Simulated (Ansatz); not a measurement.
A structure relaxed at r2SCAN-D4/def2-SVP in Ansatz, charge -1, doublet:

```xyz
10

Mo   -0.795   -0.626    0.213
Mo    1.407    0.266    0.916
Mo    0.191    1.121   -1.503
S    -2.180   -1.216    2.065
S    -0.510    1.674    0.753
S    -0.592    2.799   -2.627
S     2.146   -1.007    2.495
S    -0.603   -0.929   -2.103
S     2.465    0.710   -1.089
S    -1.528   -2.792    0.881
```

Question: Give its formula.

Answer: Mo3S7⁻.

Question: Summarise the bond lengths by kind (pairs closer than 1.2 times the sum of covalent radii, bridged metal pairs left out).

Answer: 11 × Mo–S 2.16 to 2.43 Å; 1 × S–S 2.08 Å.

In the def2 sets Mo takes a core potential; there is no spin–orbit coupling. Another isomer (doublet) lies 0.99 eV lower at PBE0-D4/def2-SVP; other spin states weren't run for this one.
